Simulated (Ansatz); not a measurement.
Basis-set extrapolation for CH5BFN (`CB(N)F`) (PBE0-D4/def2-TZVP geometry, frozen core, Ansatz 0.2.0). Multiplicity 1, RHF reference.

```json
{"": "HF", "def2-TZVPP": "-219.573493", "def2-QZVPP": "-219.583756"}
{"": "MP2 correlation", "def2-TZVPP": "-0.738204", "def2-QZVPP": "-0.795666"}
{"": "CCSD(T) correlation", "def2-TZVPP": "-0.791409", "def2-QZVPP": "not run"}
```

Energies in hartree. Use E(X) = E(∞) + A·exp(−7.88·√X) for Hartree–Fock and E(X) = E(∞) + B·X^(−2.97) for correlation, with X = 3 and 4, and add CCSD(T) minus MP2 of the smaller set to the MP2 limit.

Task: What is the CCSD(T) energy at the basis-set limit?

Result: HF limit: -219.583756 + (-0.010263) × 0.13774 = -219.58517. MP2 limit: -0.795666 + (-0.057462) × 0.74074 = -0.83823. Higher-order term: -0.791409 − (-0.738204) = -0.05321. Total: -220.47661 hartree, 293.3 kJ/mol below CCSD(T)/def2-TZVPP.
